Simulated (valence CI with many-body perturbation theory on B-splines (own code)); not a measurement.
## Pt LXXI: magnetic and hyperfine properties of the levels

Computed by configuration interaction combined with many-body perturbation theory (CI+MBPT): six valence electrons over a frozen Dirac-Fock core [He], radial functions for each j: 9 s, 9 p, 8 d, 6 f, 3 g, 1 h, with the one-electron correlation potential Σ1, the two-electron term Σ2, the three-electron term Σ3, Breit, model QED; selected CI, second order for the rest, scaled by the run's own slope (own B-spline code, finite nucleus).

No measured spectrum was set against this ion. As an estimate, large intervals hold to a few tenths of a per cent, small ones and those within an open d or f shell to about a per cent. Among the levels kept, up to 1900 cm⁻¹ of a level comes from second order outside the variational space, and about a tenth of that is noise between levels of different J, which matters for small intervals.

A/g_I is the dipole constant over the nuclear g factor μ/I (μ in nuclear magnetons, uniformly magnetised nucleus), B/Q the quadrupole constant per barn. Both hold the static response of the core; the bare values leave it out. Large factors of s and p1/2 electrons are usually good to 5 to 10 %; those of open d and f shells near neutrality can be off by tens of per cent, and small factors of p3/2, d and f electrons come from cancelling terms and can be off by a factor of two or in sign, in half-filled shells by more. B is blank for J = 1/2, where it vanishes, and for nearly pure S terms. Energies count from the lowest level. Levels with J = 0 are left out.

Levels are named by their leading jj configuration (3d3/2^4 stands for four electrons in 3d with j = 3/2), which in mixed levels can hold well under half, so a name can repeat and another be missing. Letters in brackets count levels of one name in rising energy.

| Level | E (Ry) | g | A/g_I (MHz) | A/g_I bare | B/Q (MHz/b) | B/Q bare |
| --- | --- | --- | --- | --- | --- | --- |
| (2s^2 2p1/2^2 2p3/2^2) J=2 | 0.00 | 1.300 | 969000 | 990000 | 84100 | 84200 |
| (2s^2 2p1/2 2p3/2^3) J=1 | 131.36 | 1.466 | -1170000 | -1140000 | -973000 | -974000 |
| (2s^2 2p1/2 2p3/2^3) J=2 | 132.74 | 1.118 | 3130000 | 3140000 | -2030000 | -2040000 |
| (2s 2p1/2^2 2p3/2^3) J=2 | 163.88 | 1.458 | 7930000 | 7880000 | -1940000 | -1940000 |
| (2s 2p1/2^2 2p3/2^3) J=1 | 170.55 | 1.147 | -6020000 | -5900000 | -835000 | -836000 |
| (2s 2p1/2 2p3/2^4) J=1 | 299.13 | 1.263 | 1.93e+07 | 1.91e+07 | -131000 | -131000 |
| (2s^2 2p1/2^2 2p3/2 3s) J=2 | 706.89 | 1.476 | 2790000 | 2790000 | 1920000 | 1920000 |
| (2s^2 2p1/2^2 2p3/2 3s) J=1 | 707.61 | 1.133 | -841000 | -799000 | 972000 | 974000 |
| (2s^2 2p1/2^2 2p3/2 3p1/2) J=1 | 716.66 | 1.463 | 512000 | 541000 | 955000 | 956000 |
| (2s^2 2p1/2^2 2p3/2 3p1/2) J=2 | 716.75 | 1.144 | 1430000 | 1440000 | 1900000 | 1900000 |
| (2s^2 2p1/2^2 2p3/2 3p3/2) J=3 | 754.29 | 1.312 | 628000 | 642000 | 2500000 | 2500000 |
| (2s^2 2p1/2^2 2p3/2 3p3/2) J=1 | 754.34 | 1.322 | 624000 | 639000 | -992000 | -993000 |
| (2s^2 2p1/2^2 2p3/2 3p3/2) J=2 | 756.62 | 1.307 | 630000 | 644000 | 37700 | 37700 |
| (2s^2 2p1/2^2 2p3/2 3d3/2) J=2 | 763.78 | 1.027 | 566000 | 577000 | -2290 | -2270 |
| (2s^2 2p1/2^2 2p3/2 3d3/2) J=3 | 764.41 | 1.059 | 564000 | 575000 | 1990000 | 1990000 |
| (2s^2 2p1/2^2 2p3/2 3d3/2) J=1 | 764.71 | 1.064 | 563000 | 573000 | -806000 | -807000 |
| (2s^2 2p1/2^2 2p3/2 3d5/2) J=4 | 773.19 | 1.231 | 400000 | 408000 | 2010000 | 2020000 |
| (2s^2 2p1/2^2 2p3/2 3d5/2) J=2 | 774.12 | 1.213 | 133000 | 135000 | -1340000 | -1340000 |
| (2s^2 2p1/2^2 2p3/2 3d5/2) J=3 | 775.33 | 1.203 | 329000 | 336000 | -367000 | -367000 |
| (2s^2 2p1/2^2 2p3/2 3d5/2) J=1 | 776.37 | 1.078 | -630000 | -645000 | 220000 | 221000 |
| (2s^2 2p1/2 2p3/2^2 3s) J=2 [a] | 837.05 | 1.573 | 1350000 | 1360000 | 116000 | 116000 |
| (2s^2 2p1/2 2p3/2^2 3s) J=1 [a] | 838.01 | 1.293 | -2990000 | -2940000 | 31500 | 31500 |
| (2s^2 2p1/2 2p3/2^2 3s) J=3 | 838.85 | 1.294 | 3640000 | 3640000 | -4430 | -4450 |
| (2s^2 2p1/2 2p3/2^2 3s) J=2 [b] | 839.56 | 1.014 | 1960000 | 1980000 | -29800 | -29800 |
| (2s^2 2p1/2 2p3/2^2 3s) J=1 [b] | 843.43 | 1.295 | 8960000 | 8910000 | -15200 | -15300 |
| (2s^2 2p1/2 2p3/2^2 3p1/2) J=1 [a] | 846.55 | 1.630 | -1640000 | -1590000 | 45600 | 45600 |
| (2s^2 2p1/2 2p3/2^2 3p1/2) J=2 [a] | 847.15 | 1.190 | 1370000 | 1380000 | 12700 | 12800 |
| (2s^2 2p1/2 2p3/2^2 3p1/2) J=3 | 848.36 | 1.074 | 2740000 | 2750000 | -19800 | -19800 |
| (2s^2 2p1/2 2p3/2^2 3p1/2) J=2 [b] | 851.64 | 1.292 | 1490000 | 1510000 | 66500 | 66600 |
| (2s^2 2p1/2 2p3/2^2 3p1/2) J=1 [b] | 852.54 | 0.627 | 6240000 | 6220000 | -3590 | -3600 |
| (2s 2p1/2^2 2p3/2^2 3s) J=3 | 864.94 | 1.524 | 6810000 | 6770000 | 223000 | 223000 |
| (2s 2p1/2^2 2p3/2^2 3s) J=2 [a] | 867.35 | 1.362 | 6820000 | 6790000 | 110000 | 110000 |

**Question.** Take the isotope of mass number 195, with I = 1/2, μ = 0.6073 μN. What is the hyperfine structure of (2s^2 2p1/2^2 2p3/2 3s) J=2?

**Answer.** From the table A = 3390000 MHz. Shifts from the centre of gravity in MHz: F = 3/2: -5080000, F = 5/2: 3390000.
